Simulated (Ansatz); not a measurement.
Isolated molecules relaxed with PBE0-D4/def2-TZVP in Ansatz; ΔE leaves out vibrations. CCSD(T)/CBS adds triple-zeta CCSD(T) − MP2 to the extrapolated MP2 energy (def2 sets, frozen cores). Functionals use def2-TZVPP. B3LYP here is the variant with VWN-RPA as its local correlation; programs differ in this. HSE06 is defined as in plane-wave codes. For Ge outer-core shells are correlated without core-valence functions, which leaves a few kJ/mol of doubt a bond. Scalar relativity is left out up to krypton. One conformer a species, not always the lowest.

`C/C=C/CF` + `[NH2][GeH2][OH]` → `[OH][GeH2][NH]CF` + propene  (substitution at a C–C bond)

| level | ΔE (kcal/mol) | difference from CCSD(T)/CBS |
| --- | --- | --- |
| LDA (SPW92) | -1.6 | -0.5 |
| PBE-D4 | -1.8 | -0.7 |
| revPBE-D4 | -2.2 | -1.1 |
| BLYP-D4 | -2.8 | -1.7 |
| r2SCAN-D4 | -1.3 | -0.2 |
| B97M-V | -0.5 | 0.6 |
| PBE0-D4 | -1.0 | 0.1 |
| B3LYP-D4 | -2.0 | -0.9 |
| r2SCANh-D4 | -1.1 | 0.0 |
| r2SCAN0-D4 | -0.8 | 0.3 |
| HSE06-D4 | -1.0 | 0.1 |
| BHLYP-D4 | -1.5 | -0.4 |
| CAM-B3LYP-D4 | -1.9 | -0.8 |
| ωB97X-V | -1.8 | -0.7 |
| ωB97M-V | -1.6 | -0.5 |
| B2PLYP | -1.6 | -0.5 |
| PBE-QIDH | -0.8 | 0.3 |
| PBE | -1.5 | -0.4 |
| revPBE | -1.3 | -0.2 |
| BLYP | -2.0 | -0.9 |
| r2SCAN | -1.2 | -0.1 |
| PBE0 | -0.7 | 0.4 |
| HSE06 | -0.7 | 0.4 |
| BHLYP | -0.9 | 0.2 |
| CAM-B3LYP | -1.5 | -0.4 |
| LC-ωPBE | -1.0 | 0.1 |
| RPA@PBE/def2-TZVPP | -2.1 | -1.0 |
| HF/def2-SVP | -3.1 | -2.0 |
| MP2/def2-SVP | -3.5 | -2.4 |
| CCSD/def2-SVP | -3.6 | -2.5 |
| CCSD(T)/def2-SVP | -3.9 | -2.8 |
| MP2/def2-TZVPP | -1.5 | -0.4 |
| SCS-MP2/def2-TZVPP | -1.5 | -0.4 |
| CCSD/def2-TZVPP | -1.3 | -0.2 |
| CCSD(T)/def2-TZVPP | -1.7 | -0.6 |
| HF/def2-QZVPP | -0.4 | 0.7 |
| MP2/def2-QZVPP | -1.1 | 0.0 |
| SCS-MP2/def2-QZVPP | -1.1 | 0.0 |
| HF/CBS(def2) | -0.4 | 0.7 |
| MP2/CBS(def2) | -0.9 | 0.2 |
| CCSD(T)/CBS | -1.1 | 0 |

What do rigid-rotor, harmonic-oscillator terms from PBE0-D4/def2-TZVP frequencies (298.15 K, 1 bar) make of the CCSD(T)/CBS value? (An estimate is asked.)

Computed: ΔZPE = +0.7 kcal/mol, ΔH = -0.7 kcal/mol, ΔS = -9 J/(mol·K), ΔG = 0.0 kcal/mol.

Largest T1 diagnostic among the species: 0.012.

From PBE to PBE0 (25 % exact exchange), in def2-TZVPP and without D4, ΔE moves by +0.7 kcal/mol. Leaving LDA and LC-ωPBE aside and taking each functional with its dispersion term where it has one, the values spread over 2.3 kcal/mol, from BLYP-D4 to B97M-V.
